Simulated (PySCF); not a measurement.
Ionisation energy of Mo by level of theory

Mo [Kr] 4d5 5s1 (7S) → Mo+ [Kr] 4d5 (6S), as a difference of total energies. Computed with PySCF 2.14 in def2-SVP with the def2 core potential (28 electrons), with scalar relativity through the core potential. Correlated levels: valence: 4s2 4p6 frozen. The calculations carry no spin-orbit coupling.

| method | ionisation energy (eV) | error (eV) |
| --- | --- | --- |
| UHF | 6.301 | -0.791 |
| BP86 | 7.719 | +0.627 |
| MN15 | 7.241 | +0.149 |
| MP2 (valence) | 6.699 | -0.393 |
| SCS-MP2 (valence) | 6.434 | -0.658 |

Reference: 7.092 eV (measured; NIST Atomic Spectra Database, ionization energies).

Errors of the correlated levels include the incompleteness of this basis and the frozen core.
